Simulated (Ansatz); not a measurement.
Ansatz (a first-principles code) input (r2SCAN0/def2-TZVPD):

Ansatz 0.2 input:
```yaml
crystal:
  periodic: [false, false, false]
  atoms:
    - {symbol: C, position_ang: [1.55241129, 0.65946292, -0.80349607]}
    - {symbol: Si, position_ang: [0.05273260, 0.16486820, 0.10431747]}
    - {symbol: O, position_ang: [-0.56701474, -1.35623135, -0.75224303]}
    - {symbol: O, position_ang: [-1.17926689, 1.16344891, -0.12284584]}
    - {symbol: O, position_ang: [0.16021210, -0.55861753, 1.53847590]}
    - {symbol: H, position_ang: [1.30370964, 0.94665057, -1.82690854]}
    - {symbol: H, position_ang: [2.00563643, 1.52877784, -0.32131408]}
    - {symbol: H, position_ang: [2.28875185, -0.14452788, -0.83010821]}
    - {symbol: H, position_ang: [-1.26786782, -1.30751884, -1.42309770]}
    - {symbol: H, position_ang: [-1.90720026, 1.30405103, 0.49138482]}
    - {symbol: H, position_ang: [0.84084816, -0.40272008, 2.19998399]}
    - {symbol: H, position_ang: [-0.62804596, -2.17844538, -0.23650461]}
basis:
  gaussian:
    orbitals: def2-TZVPD
hamiltonian:
  xc: {name: r2SCAN0}
total_charge: 1
output: {forces: true}
```

End of the output:

```
integrals: 0.22 GiB planned
1379 factors; their error is unknown
mean field: 1.90 GiB planned
mean field evaluation 1: about -15144.7371 eV, gradient 1.1e2 eV
mean field evaluation 2: about -15134.1182 eV, gradient 1.3e2 eV
mean field evaluation 4: about -15165.0009 eV, gradient 5.2e0 eV
mean field evaluation 8: about -15165.0698 eV, gradient 4.4e-1 eV
mean field evaluation 16: about -15165.0700 eV, gradient 1.1e-5 eV
mean field -15165.07001894 eV, -557.3060439423 hartree, gradient 1.1e-5 eV, S^2 0.000000; 0 other end points of the search recorded, 0 dependent functions left out
the calculation of the forces begins
reference -15165.07003502 eV, -557.3060445332 hartree; 25, 25 occupied and 238, 238 virtual orbitals, 1379 factors
Total energy: -15165.07003502 eV, -557.3060445332 hartree
Atom 0 at     1.552411     0.659463    -0.803496 Å, force    -0.102765    -0.043162     0.066057 eV/Å
Atom 1 at     0.052733     0.164868     0.104317 Å, force    -0.214988    -0.122005     0.068640 eV/Å
Atom 2 at    -0.567015    -1.356231    -0.752243 Å, force    -0.111624     0.028673     0.099447 eV/Å
Atom 3 at    -1.179267     1.163449    -0.122846 Å, force     0.097301    -0.236183     0.265420 eV/Å
Atom 4 at     0.160212    -0.558618     1.538476 Å, force     0.172713     0.237415    -0.190722 eV/Å
Atom 5 at     1.303710     0.946651    -1.826909 Å, force     0.015521    -0.028071     0.111887 eV/Å
Atom 6 at     2.005636     1.528778    -0.321314 Å, force    -0.052200    -0.090807    -0.047732 eV/Å
Atom 7 at     2.288752    -0.144528    -0.830108 Å, force    -0.078804     0.085351     0.007335 eV/Å
Atom 8 at    -1.267868    -1.307519    -1.423098 Å, force     0.235791    -0.024662     0.258059 eV/Å
Atom 9 at    -1.907200     1.304051     0.491385 Å, force     0.271832    -0.071568    -0.206009 eV/Å
Atom 10 at     0.840848    -0.402720     2.199984 Å, force    -0.230897    -0.034291    -0.250675 eV/Å
Atom 11 at    -0.628046    -2.178445    -0.236505 Å, force    -0.001879     0.299309    -0.181708 eV/Å
Dipole moment:    -0.199485    -0.585626    -0.078219 e Å
```

It need not be the lowest isomer of its formula.
